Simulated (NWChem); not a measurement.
System: SiF2, singlet; SMILES F[Si]F

```xyz
3

Si     0.0000     0.0000     0.5714
F      1.2460     0.0000    -0.4602
F     -1.2460     0.0000    -0.4602
```
Atoms are numbered in this order, from 1.

All runs: NWChem. Low-valent species are run as closed-shell singlets; no triplet was tried in these runs. Coordinates come from a B3LYP/6-31G* (spherical d) optimisation. GIAO values for the isolated, static molecule; σ is the absolute isotropic shielding.

Q: Predict the results for PBE/cc-pVDZ. Quantities: σ Si1 (ppm); σ F2 (ppm).

A: 
- σ Si1 (ppm): 365.7
- σ F2 (ppm): 103.2
